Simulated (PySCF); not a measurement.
**A small calculation by hand: dipole moment from atomic charges**

Si(H)(OH)2(SeH) (H₄O₂SeSi), SMILES O[SiH]([SeH])O. Atoms are numbered in the order given.

```xyz
8

Si    -1.0412     0.1970     0.2073
O     -1.7927    -0.6678    -1.0105
O     -1.2440    -0.3867     1.7624
Se     1.2074     0.1841    -0.3210
H     -1.6919     1.5332     0.2079
H     -1.3714    -1.5125    -1.2489
H     -0.7132    -1.1747     1.9774
H      1.5947     0.5723     1.0593
```

Geometry optimised at PBE-D3(BJ)/def2-SVP. This is a generated structure with no PubChem entry under its InChIKey; it may be hypothetical. The values are those of a single conformer.

Charges (e) from r2SCAN/def2-TZVP in PySCF:

```json
[
 {"atom": "Si1", "IAO": "1.207", "Mulliken": "0.593"},
 {"atom": "O2", "IAO": "-0.790", "Mulliken": "-0.525"},
 {"atom": "O3", "IAO": "-0.787", "Mulliken": "-0.521"},
 {"atom": "Se4", "IAO": "-0.297", "Mulliken": "-0.307"},
 {"atom": "H5", "IAO": "-0.146", "Mulliken": "-0.024"},
 {"atom": "H6", "IAO": "0.369", "Mulliken": "0.327"},
 {"atom": "H7", "IAO": "0.368", "Mulliken": "0.325"},
 {"atom": "H8", "IAO": "0.075", "Mulliken": "0.132"}
]
```

The dipole moment of the full density is 2.11 D.

**Question.** What dipole moment does each set of point charges give, and which comes closer to that of the density?

**Answer.** 
μ = Σ q r, and 1 e Å = 4.8032 D.
IAO: Σ q r = (0.378, -0.156, 0.073) e Å, |μ| = 2.00 D.
Mulliken: Σ q r = (0.172, -0.225, 0.203) e Å, |μ| = 1.67 D.
IAO comes closer in size. Point charges leave out the atoms' own dipoles (lone pairs, polarised bonds); fits to the potential absorb them, partitions of the density don't.
